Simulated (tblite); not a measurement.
Record of a relaxation.

Species: CH13B2N3Si3.
Bonds: B1–N2, N2–Si3, Si3–C4, C4–N5, N5–B6, B6–N7, N7–Si8, N7–Si9, N2–B6. Hydrogens: H10, H11 on B1; H12, H13 on Si3; H14, H15 on C4; H16 on N5; H17, H18, H19 on Si8; H20, H21, H22 on Si9.

Computed with GFN2-xTB (tblite), gas phase: L-BFGS steps from a force-field or distance-geometry start until the largest atomic force falls under 0.01 eV/Å. 7 of its 248 geometries are shown.

Step 0: E = -688.0832 eV, largest atomic force 3.271 eV/Å
```
atom  x, y, z in Å  |  force x, y, z in eV/Å
B1     -1.356    2.049    0.462   -0.314  -0.257  -1.937
N2     -1.109    1.056   -0.676    0.171  -0.668   3.197
Si3    -2.494   -0.087   -0.694   -0.169   0.908  -0.696
C4     -1.742   -1.380    0.413    0.179  -0.234   0.585
N5     -0.393   -1.308   -0.125    1.237   1.718   0.671
B6     -0.004    0.145   -0.163    0.463  -0.119  -0.799
N7      1.423    0.598    0.181   -0.991  -1.958  -1.005
Si8     2.101   -0.647    1.267    0.011   0.968   0.061
Si9     2.289    0.707   -1.376   -0.517   0.615  -0.027
H10    -2.039    1.766    1.384    0.392  -0.104   0.009
H11    -1.235    3.196    0.226    0.453  -0.163   0.105
H12    -2.603   -0.631   -2.040    0.004   0.088  -0.159
H13    -3.724    0.491   -0.157   -0.070   0.025  -0.090
H14    -1.666   -1.035    1.465   -0.677  -0.566  -0.193
H15    -2.202   -2.365    0.309    0.337  -0.054   0.315
H16     0.279   -1.914    0.374   -0.722   0.195  -0.664
H17     3.406   -0.165    1.728   -0.156   0.054  -0.054
H18     1.155   -0.786    2.400    0.201   0.039  -0.169
H19     2.307   -1.937    0.605    0.176  -0.159   0.078
H20     3.736    0.531   -1.223   -0.093  -0.046   0.234
H21     2.060    2.032   -2.014   -0.047  -0.302   0.391
H22     1.800   -0.296   -2.347    0.130   0.020   0.146
```

Step 41: E = -690.6234 eV, largest atomic force 0.157 eV/Å
```
atom  x, y, z in Å  |  force x, y, z in eV/Å
B1     -0.972    2.142    0.198    0.117   0.057  -0.078
N2     -1.119    0.792   -0.148   -0.014   0.056   0.057
Si3    -2.611   -0.055   -0.477   -0.015  -0.043   0.066
C4     -1.964   -1.699    0.264   -0.007  -0.042  -0.050
N5     -0.530   -1.490    0.207    0.002   0.019   0.044
B6     -0.045   -0.197    0.028   -0.028   0.034  -0.105
N7      1.366    0.096   -0.010   -0.006   0.012   0.027
Si8     2.292   -0.497    1.333   -0.033  -0.003  -0.046
Si9     2.047    0.844   -1.420    0.027  -0.009   0.095
H10    -1.875    2.882    0.054    0.019  -0.063   0.019
H11     0.055    2.501    0.645   -0.088   0.058  -0.041
H12    -2.836   -0.171   -1.926   -0.002   0.023   0.018
H13    -3.767    0.485    0.238    0.017   0.017   0.019
H14    -2.283   -1.890    1.298   -0.032   0.065  -0.051
H15    -2.244   -2.580   -0.317   -0.004  -0.037  -0.053
H16     0.061   -2.286    0.370    0.007  -0.149   0.050
H17     3.424    0.409    1.506    0.069  -0.004   0.028
H18     1.429   -0.473    2.522    0.068  -0.073  -0.042
H19     2.763   -1.869    1.041   -0.017   0.072   0.101
H20     3.485    0.921   -1.143   -0.003  -0.010  -0.047
H21     1.524    2.184   -1.687   -0.075   0.002   0.005
H22     1.789   -0.029   -2.578    0.000   0.018  -0.017
```

Step 82: E = -690.6679 eV, largest atomic force 0.050 eV/Å
```
atom  x, y, z in Å  |  force x, y, z in eV/Å
B1     -0.953    2.172    0.067    0.005   0.001   0.003
N2     -1.105    0.790   -0.118    0.018  -0.004  -0.005
Si3    -2.624   -0.022   -0.409    0.031   0.018   0.003
C4     -1.964   -1.726    0.157   -0.014  -0.015  -0.011
N5     -0.535   -1.498    0.267    0.013   0.010   0.001
B6     -0.043   -0.204    0.100   -0.004   0.019   0.009
N7      1.371    0.097    0.085   -0.002   0.002  -0.008
Si8     2.362   -0.499    1.377   -0.009  -0.008  -0.012
Si9     1.995    0.822   -1.366    0.009   0.006   0.002
H10    -1.871    2.874   -0.149   -0.004  -0.006  -0.005
H11     0.057    2.609    0.468   -0.002   0.003   0.007
H12    -2.975    0.000   -1.837   -0.004   0.002   0.017
H13    -3.696    0.488    0.447   -0.017  -0.010   0.004
H14    -2.379   -2.053    1.116   -0.013   0.000   0.048
H15    -2.168   -2.527   -0.560    0.013  -0.010  -0.031
H16     0.036   -2.307    0.456   -0.010   0.005  -0.008
H17     3.499    0.408    1.527    0.001   0.012   0.000
H18     1.557   -0.539    2.601   -0.017  -0.002  -0.004
H19     2.858   -1.858    1.087   -0.008   0.002   0.001
H20     3.434    0.967   -1.146    0.012   0.000   0.002
H21     1.386    2.117   -1.673   -0.008  -0.019   0.003
H22     1.747   -0.092   -2.495    0.009  -0.007  -0.015
```

Step 124: E = -690.6880 eV, largest atomic force 0.067 eV/Å
```
atom  x, y, z in Å  |  force x, y, z in eV/Å
B1     -0.903    2.197    0.006   -0.020   0.037   0.021
N2     -1.107    0.812   -0.079    0.005  -0.015  -0.021
Si3    -2.669    0.036   -0.189   -0.013  -0.014   0.003
C4     -1.965   -1.725    0.071    0.004  -0.021   0.027
N5     -0.533   -1.500    0.122    0.007  -0.026  -0.024
B6     -0.046   -0.198    0.034    0.008  -0.016  -0.027
N7      1.371    0.093    0.049   -0.007  -0.014   0.004
Si8     2.276   -0.487    1.408    0.013   0.019   0.003
Si9     2.086    0.744   -1.390    0.054  -0.012  -0.010
H10    -1.833    2.908   -0.105    0.024  -0.013  -0.007
H11     0.169    2.625    0.208   -0.020   0.014   0.011
H12    -3.285    0.203   -1.513    0.027   0.011   0.008
H13    -3.564    0.462    0.893    0.012  -0.021  -0.010
H14    -2.302   -2.194    1.001   -0.066  -0.007   0.012
H15    -2.210   -2.418   -0.741   -0.018   0.028   0.007
H16     0.043   -2.322    0.208    0.001   0.034   0.003
H17     3.321    0.492    1.702    0.030   0.034  -0.006
H18     1.355   -0.622    2.542    0.007  -0.008  -0.011
H19     2.900   -1.793    1.135   -0.012  -0.017  -0.020
H20     3.336    1.397   -0.986   -0.061  -0.004  -0.005
H21     1.155    1.666   -2.045    0.039  -0.034  -0.005
H22     2.396   -0.355   -2.330   -0.013   0.045   0.047
```

Step 165: E = -690.7069 eV, largest atomic force 0.041 eV/Å
```
atom  x, y, z in Å  |  force x, y, z in eV/Å
B1     -0.855    2.187   -0.017    0.007  -0.014   0.019
N2     -1.097    0.807   -0.075    0.005  -0.001  -0.006
Si3    -2.688    0.081   -0.093    0.003   0.015  -0.008
C4     -2.029   -1.708    0.047   -0.004  -0.011   0.006
N5     -0.591   -1.526    0.084    0.003   0.008  -0.008
B6     -0.066   -0.238   -0.003    0.006   0.002   0.010
N7      1.358    0.011    0.005    0.003   0.009   0.002
Si8     2.281   -0.506    1.375   -0.004   0.002   0.004
Si9     2.128    0.736   -1.368    0.005   0.009   0.000
H10    -1.771    2.921   -0.047   -0.007  -0.006  -0.022
H11     0.239    2.594    0.087    0.006  -0.001  -0.015
H12    -3.390    0.313   -1.361    0.006   0.022   0.007
H13    -3.475    0.491    1.075   -0.015  -0.011  -0.013
H14    -2.372   -2.228    0.948   -0.008  -0.008  -0.016
H15    -2.310   -2.331   -0.810   -0.008  -0.015   0.037
H16    -0.036   -2.365    0.141    0.005   0.018   0.004
H17     3.254    0.539    1.698    0.001   0.003   0.005
H18     1.355   -0.724    2.489    0.005  -0.014   0.008
H19     2.994   -1.758    1.073    0.006  -0.022  -0.006
H20     2.904    1.906   -0.947   -0.007   0.005   0.002
H21     1.108    1.078   -2.357   -0.016   0.013  -0.006
H22     3.047   -0.261   -1.945    0.007  -0.004  -0.005
```

Step 206: E = -690.7204 eV, largest atomic force 0.027 eV/Å
```
atom  x, y, z in Å  |  force x, y, z in eV/Å
B1     -0.891    2.197   -0.052    0.015  -0.008  -0.010
N2     -1.101    0.813   -0.115   -0.002   0.001   0.001
Si3    -2.668    0.058   -0.276   -0.004   0.005  -0.014
C4     -2.033   -1.682    0.198   -0.027  -0.002   0.001
N5     -0.596   -1.495    0.250   -0.011  -0.001   0.010
B6     -0.067   -0.216    0.077   -0.002  -0.003   0.000
N7      1.353    0.031    0.057    0.008  -0.001  -0.019
Si8     2.365   -0.654    1.286   -0.002   0.005  -0.010
Si9     2.061    0.860   -1.296    0.011   0.011   0.001
H10    -1.806    2.913   -0.231    0.005  -0.008   0.003
H11     0.171    2.627    0.196   -0.002   0.001  -0.008
H12    -3.152    0.123   -1.662   -0.004   0.000   0.004
H13    -3.642    0.593    0.680   -0.004  -0.007   0.011
H14    -2.413   -2.030    1.166    0.005  -0.006  -0.001
H15    -2.291   -2.450   -0.538    0.005   0.006   0.008
H16    -0.043   -2.324    0.400    0.011  -0.002   0.010
H17     3.390    0.334    1.631    0.001   0.002   0.007
H18     1.529   -0.972    2.445   -0.005  -0.001   0.001
H19     3.019   -1.883    0.803   -0.006  -0.003  -0.004
H20     2.813    2.027   -0.826    0.002  -0.007   0.004
H21     1.007    1.227   -2.240    0.003   0.010  -0.002
H22     2.986   -0.080   -1.953    0.004   0.009   0.007
```

Step 247: E = -690.7241 eV, largest atomic force 0.008 eV/Å
```
atom  x, y, z in Å  |  force x, y, z in eV/Å
B1     -0.903    2.193   -0.140    0.001   0.000   0.004
N2     -1.107    0.807   -0.156    0.000   0.001   0.002
Si3    -2.680    0.052   -0.256    0.000  -0.004   0.005
C4     -2.037   -1.678    0.240    0.003  -0.003   0.000
N5     -0.599   -1.489    0.273    0.002   0.003  -0.001
B6     -0.070   -0.215    0.059    0.000   0.004  -0.001
N7      1.351    0.026    0.040   -0.003   0.001  -0.003
Si8     2.354   -0.705    1.253   -0.006   0.005  -0.003
Si9     2.093    0.912   -1.258   -0.003  -0.003   0.003
H10    -1.824    2.899   -0.330    0.002  -0.006  -0.003
H11     0.157    2.639    0.086    0.003   0.001  -0.002
H12    -3.210    0.092   -1.626    0.001   0.001  -0.002
H13    -3.624    0.603    0.722    0.002   0.000  -0.003
H14    -2.405   -2.011    1.217   -0.001  -0.001  -0.001
H15    -2.301   -2.458   -0.481   -0.001  -0.001   0.001
H16    -0.043   -2.312    0.443   -0.005   0.000   0.000
H17     3.378    0.267    1.643    0.005  -0.001   0.001
H18     1.513   -1.058    2.399   -0.001   0.000  -0.001
H19     3.002   -1.918    0.727    0.000  -0.002   0.000
H20     2.811    2.071   -0.719    0.002   0.005  -0.001
H21     1.073    1.292   -2.234    0.000   0.001   0.001
H22     3.062    0.011   -1.903   -0.001  -0.001   0.002
```

Question: Summarise the path.

Answer: The energy falls by 60.90 kcal/mol from step 0 to step 247; nine tenths of that is first reached at step 31. It falls at every step. The largest force goes from 3.271 to 0.008 eV/Å. Among the bonds B1–N2 changes most, from 1.531 to 1.401 Å; the atoms move by 0.977 Å rms after alignment.

Question: Follow the three bonds and two angles with the largest change from start to end.

Answer: 
```tsv
step	E above end (kcal/mol)	largest force (eV/Å)	B1–N2 (Å)	N5–B6 (Å)	B6–N7 (Å)	B1–N2–B6 (°)	B1–N2–Si3 (°)
0	60.90	3.271	1.531	1.505	1.537	104.8	107.3
11	29.00	0.518	1.430	1.410	1.448	121.1	119.0
21	15.53	0.488	1.418	1.410	1.445	128.7	125.4
32	5.26	0.355	1.405	1.398	1.443	125.6	127.1
43	2.14	0.180	1.401	1.395	1.443	122.6	127.2
54	1.62	0.084	1.403	1.395	1.446	123.5	126.2
64	1.46	0.046	1.402	1.395	1.444	124.5	125.2
75	1.35	0.047	1.402	1.395	1.445	124.7	125.0
86	1.28	0.023	1.402	1.395	1.446	124.7	125.1
97	1.25	0.030	1.402	1.395	1.445	124.9	124.9
107	1.21	0.031	1.402	1.395	1.446	125.2	124.8
118	1.00	0.086	1.404	1.394	1.447	125.4	124.2
129	0.76	0.050	1.403	1.393	1.447	124.5	125.1
140	0.59	0.078	1.403	1.394	1.447	125.2	124.7
150	0.51	0.056	1.402	1.393	1.447	124.9	124.5
161	0.43	0.048	1.401	1.394	1.446	125.2	124.1
172	0.35	0.042	1.403	1.394	1.445	125.2	124.6
183	0.27	0.040	1.402	1.394	1.443	125.0	124.7
193	0.16	0.053	1.402	1.396	1.443	125.3	124.6
204	0.09	0.020	1.402	1.395	1.442	125.4	124.5
215	0.05	0.034	1.401	1.395	1.441	125.3	124.3
226	0.03	0.023	1.401	1.396	1.441	125.2	124.3
236	0.01	0.019	1.401	1.396	1.441	125.5	124.1
247	0.00	0.008	1.401	1.396	1.441	125.7	123.9
```

The cost below is that of the whole relaxation. Hardware: an Arm Neoverse N1 with one thread, shared host with 64 logical CPUs at a one-minute load of 50. Cost: 4.6 s.
